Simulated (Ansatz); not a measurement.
Program: Ansatz. Geometries: PBE0-D4/def2-TZVP. ΔE: electronic, gas phase. CCSD(T)/CBS is the MP2 limit (def2-TZVPP, def2-QZVPP) plus CCSD(T) − MP2 in def2-TZVPP, frozen cores. DFT in def2-TZVPP. Elements past krypton have def2 core potentials. For Hf, Sn outer-core shells are correlated without core-valence functions, which leaves a few kJ/mol of doubt a bond. Each species was taken in one conformer, which may not be the lowest.

Consider the redistribution: `[OH][Hf]([SH])([SH])[SH]` + `[OH][Sn]([F])([F])[F]` → `[F][Hf]([SH])([SH])[SH]` + `[OH][Sn]([OH])([F])[F]`.

Task: Is it downhill or uphill in electronic energy at CCSD(T)/CBS, and by how much? (Best estimate.)

Result: Computed: Downhill: ΔE = -20.5 kJ/mol.

Task: What do these levels give: r2SCAN-D4, ωB97X-V, CAM-B3LYP, HF/def2-SVP, CCSD(T)/def2-TZVPP, HF/def2-QZVPP? (Estimate.)

Result: Computed: r2SCAN-D4 -25.2, ωB97X-V -21.8, CAM-B3LYP -23.0, HF/def2-SVP -15.1, CCSD(T)/def2-TZVPP -22.0, HF/def2-QZVPP -15.6 kJ/mol.

Task: What do rigid-rotor, harmonic-oscillator terms from PBE0-D4/def2-TZVP frequencies (298.15 K, 1 bar) make of the CCSD(T)/CBS value? (An estimate is asked.)

Result: The calculation gave: ΔZPE = +2.5 kJ/mol, ΔH = -19.1 kJ/mol, ΔS = -27 J/(mol·K), ΔG = -11.1 kJ/mol.

Largest T1 diagnostic among the species: 0.016.

Leaving LDA and LC-ωPBE aside and taking each functional with its dispersion term where it has one, the values, not all of them listed here, spread over 7.1 kJ/mol, from revPBE-D4 to BHLYP-D4. From PBE to PBE0 (25 % exact exchange), in def2-TZVPP and without D4, ΔE moves by +3.4 kJ/mol. In def2-TZVPP, CCSD(T) changes the Hartree–Fock value by −4.7 kJ/mol (the triples alone add −0.7 kJ/mol) and MP2 by −3.3 kJ/mol.
